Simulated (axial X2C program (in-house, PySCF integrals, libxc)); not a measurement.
AlAs at several levels of theory

All values were computed with an in-house relativistic program for diatomic molecules. Spin-free means the one-electron spin-free X2C Hamiltonian. Basis: As dyall-cv3z [9s9p6d4f1g], Al dyall-v3z [8s8p2d1f] (cores contracted in-house); Gaussian nuclei, density fitting, unrestricted open shells. Masses: As 74.922 u, Al 26.982 u.

Input file and command:
```json
{"zs": [33, 13], "q": 0, "bas": ["dyall-cv3z", "dyall-v3z"], "levels": ["PBE0", "HF", "B97-3"], "cc": true, "r0": 2.47, "thr": -2.0, "nmax": 90, "npts": 10, "nst": 2, "ntry": 6}
```
```bash
python so2c.py task.json out
```

Keys: zs atomic numbers; q charge; bas basis sets; levels methods; cc coupled cluster on or off; r0 starting distance in Å; thr threshold in hartree for freezing inner shells (an s shell follows its p shell); nmax most natural virtual spinors; npts points on the curve; nst determinants followed; ntry starts of the search. HF also brings MP2.

State, spin-free: M_S = 1, Λ = 0 (beyond evenly filled blocks: π+α, π-α); electrons by block: σα: 12, σβ: 12, π+α: 5, π+β: 4, π-α: 5, π-β: 4, δ+α: 1, δ+β: 1, δ-α: 1, δ-β: 1. Fragments: As + Al.

| Hamiltonian | level | Re (Å) | ωe (cm⁻¹) | Be (cm⁻¹) | αe (cm⁻¹) | De (eV) | D0 (eV) | k (mdyn/Å) | μ (D) |
| --- | --- | --- | --- | --- | --- | --- | --- | --- | --- |
| spin-free | PBE0 | 2.533 | 295.9 | 0.1324 | 0.0007 | 2.08 | 2.06 | 1.02 | 0.84 |
| spin-free | HF | 2.542 | 296.6 | 0.1315 | 0.000721 | 0.973 | 0.955 | 1.03 | 1.18 |
| spin-free | MP2 | 2.531 | 302.1 | 0.1326 | 0.000715 | 1.77 | 1.76 | 1.07 | n/a |
| spin-free | CCSD | 2.535 | 299.4 | 0.1323 | 0.000726 | 1.79 | 1.77 | 1.05 | n/a |
| spin-free | CCSD(T) | 2.538 | 297.3 | 0.132 | 0.000731 | 1.87 | 1.86 | 1.03 | n/a |
| spin-free | B97-3 | 2.543 | 292.6 | 0.1314 | 0.000705 | 2.12 | 2.10 | 1 | 0.90 |

Correlated methods: 8 electrons correlated (number of frozen shells: As 3 s, 2 p, 1 d; Al 2 s, 1 p), 204 virtual spin orbitals or spinors in MP2, 90 natural virtuals in coupled cluster.

Dipoles are positive if Al is the positive end.

The state is a single determinant with fixed occupations, the lowest that a limited PBE0 search found. De is counted from the lowest determinant-based energies of the atoms at the same level, without counterpoise correction. CCSD and (T) use frozen natural virtuals with an MP2 correction for the truncation; (T) itself is uncorrected, so its De runs slightly low. PBE0 can misorder states that lie within some tenths of an eV, so this need not be the ground state of the molecule. The nearest other spin-free determinant of the search, M_S = 1, Λ = 1, lies 0.17 eV up at the distance of the search.

No reliable constants came from B97-3 (2c), CCSD (2c), CCSD(T) (2c), HF (2c), MP2 (2c), PBE0 (2c): no minimum in range, unconverged points, a curve that is not smooth, a change of character along it, or the two Hamiltonians disagreeing along it.

The whole task took 100 s on 1 thread of Arm Neoverse V2, on a shared host.
